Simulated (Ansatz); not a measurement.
Program: Ansatz. Geometries: PBE0-D4/def2-TZVP. ΔE: electronic, gas phase. CCSD(T)/CBS adds triple-zeta CCSD(T) − MP2 to the extrapolated MP2 energy (def2 sets, frozen cores). DFT in def2-TZVPP. For Ge outer-core shells are correlated without core-valence functions, which leaves a few kJ/mol of doubt a bond. Scalar relativity is left out up to krypton. One conformer a species, not always the lowest.

Reaction (formal exchange of groups at the Si–Ge bond): `[OH][Ge]([OH])([SiH3])[GeH3]` + `[BH2][AlH][O][SiH3]` → `[BH2][Al]([SiH3])[O][SiH3]` + `[OH][GeH]([OH])[GeH3]`

`[OH][Ge]([OH])([SiH3])[GeH3]`:

Cartesian coordinates in Å:
```
O -1.721 0.994 -0.714
Ge -0.174 0.133 -0.449
O 0.396 -0.564 -1.996
Si 1.405 1.834 0.090
Ge -0.562 -1.692 1.129
H -2.475 0.408 -0.814
H -0.084 -1.351 -2.263
H 2.736 1.205 0.287
H 1.469 2.830 -1.008
H 0.984 2.493 1.353
H 0.731 -2.484 1.377
H -1.089 -1.154 2.468
H -1.616 -2.651 0.541
```

`[BH2][AlH][O][SiH3]`:

```xyz
10

B     0.294    0.970    2.327
Al    0.895    0.986    0.293
O     0.132   -0.088   -0.767
Si   -0.692   -1.173   -1.646
H     0.804    0.260    3.149
H    -0.580    1.674    2.752
H     2.011    1.928   -0.331
H     0.236   -2.194   -2.200
H    -1.709   -1.865   -0.806
H    -1.392   -0.498   -2.771
```

`[BH2][Al]([SiH3])[O][SiH3]`:

Cartesian coordinates in Å:
```
B -1.869 1.845 -0.884
Al -0.530 0.276 -0.386
Si -0.341 -1.886 -1.553
O 0.520 0.516 0.918
Si 1.647 0.445 2.085
H -2.967 1.934 -0.408
H -1.600 2.694 -1.687
H 0.870 -1.913 -2.427
H -1.515 -2.160 -2.431
H -0.220 -3.026 -0.599
H 2.712 -0.532 1.732
H 1.023 0.026 3.369
H 2.271 1.782 2.270
```

`[OH][GeH]([OH])[GeH3]`:

```xyz
10

O    -0.559   -1.925    0.026
Ge   -0.139   -0.314   -0.622
O     1.517   -0.418   -1.260
Ge   -0.024    1.298    1.176
H    -1.297   -2.325   -0.437
H    -1.136   -0.022   -1.773
H     1.658   -1.211   -1.783
H     0.497    2.640    0.642
H    -1.430    1.505    1.762
H     0.914    0.773    2.269
```

```tsv
level	ΔE (kJ/mol)
PBE0	2.3
HF/def2-TZVPP	3.9
```

(1) What does CCSD(T)/CBS give? (Estimate.)

Largest T1 diagnostic among the species: 0.013.

Results:

(1) The calculation gave: +8.7 kJ/mol. The listed levels differ from it by -6.4, -4.8 kJ/mol.

The D4 term adds +4.0 kJ/mol with B3LYP and +2.1 kJ/mol with PBE0; it sums over pairs of atoms, weighted by their polarisabilities, and B3LYP, whose exchange is more repulsive, gets the larger term.

B3LYP here is the variant with VWN-RPA as its local correlation; programs differ in this.
